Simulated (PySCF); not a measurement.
PySCF input:

```python
from pyscf import gto, scf, mp, cc as ccmod

mol = gto.M(
    atom='''
    Si   -1.22642449    0.14488433   -0.11447242
    Si    1.04615776   -0.03891288    0.09637614
    H    -1.33252775   -1.34769541    0.16846289
    H     1.88994139   -1.26355740    0.04016098
    H     1.96632046    1.12765250    0.04472403
    ''',
    basis='cc-pvdz',
    charge=0,
    spin=1,
    verbose=4,
)

mf = scf.UHF(mol)
mf.conv_tol = 1e-10
mf.max_cycle = 100
mf.kernel()
mo, _, stable, _ = mf.stability(return_status=True)
if not stable:
    mf.kernel(mf.make_rdm1(mo, mf.mo_occ))
mp2 = mp.MP2(mf, frozen=10).run()
cc = ccmod.CCSD(mf, frozen=10)
cc.max_cycle = 100
cc.kernel()
et = cc.ccsd_t()
print(f'E(CCSD(T)) = {cc.e_tot + et:.9f}')
```

Question: What final total energy does it print?

Answer: -579.73817 Eh (CCSD(T)/cc-pVDZ).

It need not be the lowest isomer of its formula.

The determinant is spin-contaminated: <S^2> is 0.92 against 0.75 for a pure state.
